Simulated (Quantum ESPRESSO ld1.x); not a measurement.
Values are calculated unless marked as measured or tabulated.
All-electron atom: the antimony ion Sb34+ in [Ne] 3s2 3p5 (the NIST ground configuration). Code: ld1.x of Quantum ESPRESSO 7.5. Model: Dirac Kohn-Sham, LDA (Slater exchange, Perdew-Zunger correlation), spin-unpolarised, spherical densities, point nucleus; open shells are shared between the two j in proportion to 2j + 1.

Spin-orbit splittings of the eigenvalues, e(l+1/2) - e(l-1/2), with zeta = 2 splitting/(2l+1) and mean radii in bohr:

[
 {"shell": "2p", "occ.": "6", "splitting (eV)": "256.2", "zeta (eV)": "170.8", "<r> j=l-1/2": "0.1022", "<r> j=l+1/2": "0.1074"},
 {"shell": "3p", "occ.": "5", "splitting (eV)": "61.37", "zeta (eV)": "40.91", "<r> j=l-1/2": "0.2855", "<r> j=l+1/2": "0.2937"}
]
